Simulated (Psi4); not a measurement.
Calculation: SAPT0/jun-cc-pVDZ, frozen core run with Psi4 1.11.

Psi4 input:

```
molecule {
0 1
N 0.54545353 -0.00000000 -0.00000000
N -0.54545353 0.00000000 0.00000000
--
0 1
Cl -3.92453335 0.35505503 -0.93007804
B -2.55757029 0.99434015 -1.80683790
Cl -1.78794586 0.03278087 -3.04341898
Cl -1.95920823 2.59355806 -1.44545707
units angstrom
symmetry c1
no_reorient
no_com
}
set basis jun-cc-pvdz
set scf_type df
set freeze_core true
energy('sapt0')
```

Part of the output:

```
    SAPT Results
  --------------------------------------------------------------------------------------------------------
    Electrostatics                 -3.60474562 [mEh]      -2.26201203 [kcal/mol]      -9.46425832 [kJ/mol]
      Elst10,r                     -3.60474562 [mEh]      -2.26201203 [kcal/mol]      -9.46425832 [kJ/mol]

    Exchange                        9.65144189 [mEh]       6.05637122 [kcal/mol]      25.33985719 [kJ/mol]
      Exch10                        9.65144189 [mEh]       6.05637122 [kcal/mol]      25.33985719 [kJ/mol]
      Exch10(S^2)                   9.59082451 [mEh]       6.01833324 [kcal/mol]      25.18070629 [kJ/mol]

    Induction                      -1.31011927 [mEh]      -0.82211225 [kcal/mol]      -3.43971766 [kJ/mol]
      Ind20,r                      -3.46920194 [mEh]      -2.17695708 [kcal/mol]      -9.10838844 [kJ/mol]
      Exch-Ind20,r                  2.84288772 [mEh]       1.78393898 [kcal/mol]       7.46400068 [kJ/mol]
      delta HF,r (2)               -0.68380504 [mEh]      -0.42909414 [kcal/mol]      -1.79532990 [kJ/mol]

    Dispersion                     -4.39749693 [mEh]      -2.75947098 [kcal/mol]     -11.54562659 [kJ/mol]
      Disp20                       -4.99213539 [mEh]      -3.13261225 [kcal/mol]     -13.10684966 [kJ/mol]
      Exch-Disp20                   0.59463846 [mEh]       0.37314127 [kcal/mol]       1.56122307 [kJ/mol]
      Disp20 (SS)                  -2.49606770 [mEh]      -1.56630613 [kcal/mol]      -6.55342483 [kJ/mol]
      Disp20 (OS)                  -2.49606770 [mEh]      -1.56630613 [kcal/mol]      -6.55342483 [kJ/mol]
      Exch-Disp20 (SS)              0.32516246 [mEh]       0.20404252 [kcal/mol]       0.85371392 [kJ/mol]
      Exch-Disp20 (OS)              0.26947600 [mEh]       0.16909875 [kcal/mol]       0.70750915 [kJ/mol]

  Total HF                          4.73657700 [mEh]       2.97224694 [kcal/mol]      12.43588121 [kJ/mol]
  Total SAPT0                       0.33908007 [mEh]       0.21277596 [kcal/mol]       0.89025461 [kJ/mol]
```
